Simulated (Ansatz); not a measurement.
**CH2I2 (diiodomethane): from total energies to a heat of formation**

The species is CH2I2 (5 atoms), meant as a singlet with charge 0. SMILES: `ICI`. The shape is that of a PBE0-D4/def2-TZVP optimisation.

Total energies at PBE0/def2-SVP (core potential) (Ansatz 0.2.0); the atoms run unrestricted:

```
species    state  energy (Eh)
  CH2I2  singlet  -634.644145
      I  doublet  -297.684352
      C  triplet   -37.760664
      H  doublet    -0.500291
```

Harmonic wavenumbers at PBE0-D4/def2-TZVP, in cm⁻¹: 118, 507, 606, 728, 1063, 1140, 1409, 3149, 3238.

Measured heats of formation of the gaseous atoms at 298.15 K, in kJ/mol: I 106.8, C 716.9, H 218.0. Spin-orbit lowering of the atoms at 298 K (mean of the ground term's levels less their thermal mean, from spectra), in kJ/mol: I 30.32, C 0.02. Take 1 Eh = 2625.50 kJ/mol, 1 cm⁻¹ = 0.0119627 kJ/mol, RT = 2.479 kJ/mol.

Task: What heat of formation follows?

Result: 
1. Electronic atomisation energy: 2 × (-297.684352) + (-37.760664) + 2 × (-0.500291) − (-634.644145) = 0.514195 Eh = 1350.0 kJ/mol.
2. Zero-point energy: half the sum of the wavenumbers, 5979 cm⁻¹ = 71.5 kJ/mol.
3. Thermal vibrational enthalpy, Σ hcν̃/(exp(hcν̃/kT) − 1): 3.2 kJ/mol. Translation, rotation and pV of a non-linear molecule: 4 RT = 9.9 kJ/mol.
4. The 5 free atoms carry 5/2 RT each: 31.0 kJ/mol.
5. Spin-orbit coupling lowers the free atoms by 2 × 30.32 + 0.02 = 60.7 kJ/mol.
6. Atomisation enthalpy at 298 K: 1350.0 − 60.7 − 71.5 − 3.2 − 9.9 + 31.0 = 1235.7 kJ/mol.
7. Sum of the atoms' heats of formation: 1366.5 kJ/mol. Heat of formation: 1366.5 − 1235.7 = +130.8 kJ/mol.

The tabulated value is +119.5 kJ/mol (CRC Handbook of Chemistry and Physics; in doubt: it may be an older value or an estimate), so this level is off by +11.3 kJ/mol, or 0.9 % of the atomisation enthalpy that the table implies (1246.9 kJ/mol). Anharmonicity and any spin-orbit splitting of the molecule are left out.
